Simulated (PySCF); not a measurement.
A PySCF script (with the pyscf-properties extension) for the NMR shieldings of SMILES ClB([C@@H]1[C@H](BC=C)C1)Cl, C5H8B2Cl2, on a GFN2-xTB geometry:

```python
import basis_set_exchange as bse
import numpy as np
from pyscf import gto, dft
from pyscf.prop import nmr

atoms = """
C     3.199342    0.438083    0.645993
C     1.978149   -0.007314    0.945784
B     0.836432   -0.149536   -0.087416
C    -0.533255   -0.718216    0.369514
C    -1.506866   -1.344034   -0.585216
C    -1.868945   -0.011612    0.001734
B    -1.922888    1.298126   -0.831092
Cl   -2.657374    2.701813   -0.140019
Cl   -1.337440    1.411545   -2.441559
H     3.985370    0.539132    1.379845
H     3.459150    0.719951   -0.361844
H     1.794465   -0.272851    1.982741
H     1.019685    0.152395   -1.202155
H    -0.576273   -1.127356    1.374871
H    -1.236627   -1.362505   -1.630023
H    -2.064855   -2.208583   -0.257620
H    -2.575068   -0.047008    0.826551
"""
names = dict.fromkeys(["C", "B", "Cl", "H"], "pcSseg-1")
basis = {el: gto.basis.parse(bse.get_basis(n, elements=[el], fmt="nwchem")) for el, n in names.items()}
mol = gto.M(atom=atoms, basis=basis, charge=0, verbose=0)
mf = dft.RKS(mol, xc="PBE0")
mf.grids.level = 2
mf.grids.alignment = dft.numint.BLKSIZE   # the property module wants whole blocks of grid points
mf.conv_tol = 1e-9
mf.kernel()

calc = nmr.RKS(mf)   # GIAO
C = mf.mo_coeff
Co = C[:, mf.mo_occ > 0]
resp = mf.gen_response(singlet=True, hermi=2)
def vind(x):   # induced exchange potential for any number of trial vectors
    d = np.einsum("pi,xij,qj->xpq", C, 2 * x.reshape(-1, C.shape[1], Co.shape[1]), Co, optimize=True)
    return np.einsum("xpq,pi,qj->xij", resp(d - d.transpose(0, 2, 1)), C, Co, optimize=True).ravel()
mo1, _ = nmr.rhf.solve_mo1(calc, with_cphf=vind)
sigma = calc.kernel(mo1)
for i, s in enumerate(sigma):   # ppm
    w = np.linalg.eigvalsh((s + s.T) / 2)
    print("%2d %-2s iso %8.1f  s11 %8.1f  s22 %8.1f  s33 %8.1f" % (i, mol.atom_pure_symbol(i), w.mean(), *w))
```

**Question.** Give the expected output.

**Answer.** 
```
 0 C  iso     28.3  s11    -91.6  s22     19.1  s33    157.3
 1 C  iso     34.3  s11    -90.4  s22     21.7  s33    171.5
 2 B  iso     28.3  s11    -34.5  s22      5.6  s33    113.8
 3 C  iso    156.7  s11    109.2  s22    170.4  s33    190.6
 4 C  iso    163.3  s11    142.9  s22    163.0  s33    183.8
 5 C  iso    160.9  s11    121.7  s22    159.8  s33    201.2
 6 B  iso     39.3  s11     -8.9  s22     41.1  s33     85.7
 7 Cl iso    668.9  s11    377.2  s22    749.4  s33    880.0
 8 Cl iso    692.6  s11    408.3  s22    734.2  s33    935.3
 9 H  iso     24.7  s11     21.7  s22     24.6  s33     27.8
10 H  iso     25.0  s11     21.1  s22     24.9  s33     29.1
11 H  iso     24.4  s11     19.6  s22     24.5  s33     29.1
12 H  iso     25.1  s11     18.6  s22     25.5  s33     31.3
13 H  iso     30.1  s11     24.2  s22     27.0  s33     39.2
14 H  iso     29.9  s11     23.9  s22     28.8  s33     37.2
15 H  iso     30.1  s11     24.4  s22     26.0  s33     39.7
16 H  iso     30.2  s11     23.2  s22     28.9  s33     38.5
```

These numbers come from an equivalent density-fitted implementation of the same equations, which agrees with the script to about 0.01 ppm for H and up to a few tenths of a ppm for heavy atoms, so last digits may differ.

Size and cost of the density-fitted run: 207 basis functions, 87 s wall time on 1 thread of an Arm Neoverse N1, shared host; peak memory 0.93 GiB.
